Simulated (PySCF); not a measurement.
Computed with delta-SCF UKS SCAN, pcX-2 on the ionised atom, pcseg-1 elsewhere, spin-free X2C (PySCF 2.14.0). Geometries: PBE0-D3(BJ)/def2-SVP; isolated species, one conformer each. Values against the vacuum level.

Question: Rank by computed C 1s binding energy, lowest first.
A. C8 in `[BH3-:1][n+:2]1[cH:3][cH:4][cH:5][c:6]([O:7][CH3:8])[cH:9]1`
B. C4 in `[CH:1]#[C:2][C:3]1=[CH:4][C@@H:5]([CH3:6])[Si@H:7]([OH:8])[CH2:9]1`
C. C1 in `[CH:1]#[C:2][C@@H:3]1[CH2:4][Si@@H:5]1/[CH:6]=[CH:7]/[O:8][CH3:9]`
D. C6 in `[CH2:1]=[CH:2][S:3][c:4]1[cH:5][cH:6][cH:7][cH:8][cH:9]1`
E. C3 in `[CH:1]#[C:2][C@@H:3]1[CH:4]=[CH:5][CH2:6][Si@H:7]1[O:8][CH3:9]`

Answer: C (289.32 eV), B (289.98 eV), D (290.42 eV), E (290.78 eV), A (293.12 eV).

The highest is bonded to O and 3 H, the lowest to C (triple bond) and H; the range is 3.80 eV.

Question: Order these sites by rising O 1s binding energy.
A. Oxygen in `O(c1c[n+](ccc1)[BH3-])C`
B. Oxygen in `C#CC1=C[C@@H](C)[Si@H](O)C1`
C. Oxygen in `C#C[C@@H]1C=CC[Si@H]1OC`
D. Oxygen in `C#C[C@@H]1C[Si@@H]1/C=C\OC`

Answer: C (537.94 eV), B (538.36 eV), D (539.04 eV), A (539.75 eV).

From the lowest up, the atoms are bonded to: C and Si (537.94); H and Si (538.36); 2 C (539.04); 2 C (539.75).
